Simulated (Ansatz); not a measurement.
CH₆BClOSi (SMILES COB([SiH3])Cl), singlet, at a GFN2-xTB geometry; MP2/pcseg-2 in Ansatz (a program for electronic structure).

Ansatz was given this input:
Ansatz 0.2 input:
```yaml
crystal:
  periodic: [false, false, false]
  atoms:
    - {symbol: B, position_ang: [0.08893790, -0.16038830, 0.10350785]}
    - {symbol: Cl, position_ang: [0.63402557, -0.79770754, 1.63943254]}
    - {symbol: O, position_ang: [0.29638456, -1.01120851, -0.89835390]}
    - {symbol: C, position_ang: [-0.02616945, -0.80374588, -2.24973581]}
    - {symbol: H, position_ang: [-0.48828634, 0.17413047, -2.41067897]}
    - {symbol: H, position_ang: [0.89069907, -0.87713262, -2.83799215]}
    - {symbol: H, position_ang: [-0.71450495, -1.59067751, -2.56439732]}
    - {symbol: Si, position_ang: [-0.73006793, 1.64837664, 0.01565362]}
    - {symbol: H, position_ang: [-0.80960340, 2.32343032, 1.30957594]}
    - {symbol: H, position_ang: [-2.09707569, 1.61738476, -0.53022064]}
    - {symbol: H, position_ang: [0.00253838, 2.55070469, -0.88808390]}
basis:
  gaussian:
    orbitals: pcseg-2
magnetization: {spin_polarized: false}
correlation: {method: mp2}
```

Task: Write the output that Ansatz gives for this input, abridged.

Result: 
```
Functional definition: HF
1450 factors; integrals over basis functions are off by at most 1.0e-3 eV
mean field evaluation 1: about -24200.6682 eV, gradient 3.4e1 eV
mean field evaluation 2: about -24200.8927 eV, gradient 3.4e1 eV
mean field evaluation 4: about -24203.8957 eV, gradient 4.6e0 eV
mean field evaluation 8: about -24203.9736 eV, gradient 2.5e-1 eV
mean field evaluation 16: about -24203.9740 eV, gradient 2.2e-6 eV
mean field -24203.97398802 eV, -889.4796380169 hartree, gradient 2.2e-6 eV, S^2 0.000000; 0 other end points of the search recorded, 0 dependent functions left out
13 core orbitals not correlated
reference -24203.97398802 eV, -889.4796380169 hartree; 15, 15 occupied and 214, 214 virtual orbitals, 1450 factors
second order -21.82392418 eV of doubles, -0.00000000 eV of singles
Total energy: -24225.79791220 eV, -890.2816524379 hartree
```
